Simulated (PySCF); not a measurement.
C6H8N2, SMILES Nc1ccc(N)cc1. Coordinates come from a PBE-D3(BJ)/def2-SVP optimisation. One conformer was computed; it need not be the lowest.

### Question
Give the equilibrium geometry at PBE-D3(BJ)/def2-SVP (PySCF confirms it by a frequency run) as Cartesian coordinates in Å, and its point group. (Estimate from the structure and the level; the computed values follow.)

### Answer
Several could match; the one computed here: point group C2h.
```xyz
16

N     -2.8343     0.0865     0.0000
C     -1.4354     0.0098     0.0000
C     -0.6998     0.0049     1.2067
C      0.6998    -0.0049     1.2067
C      1.4354    -0.0098     0.0000
N      2.8343    -0.0865     0.0000
C      0.6998    -0.0049    -1.2067
C     -0.6998     0.0049    -1.2067
H     -3.2785    -0.2863    -0.8416
H     -3.2785    -0.2863     0.8416
H     -1.2381     0.0146     2.1682
H      1.2381    -0.0146     2.1682
H      3.2785     0.2863     0.8416
H      3.2785     0.2863    -0.8416
H      1.2381    -0.0146    -2.1682
H     -1.2381     0.0146    -2.1682
```
Charge 0, spin multiplicity 1.
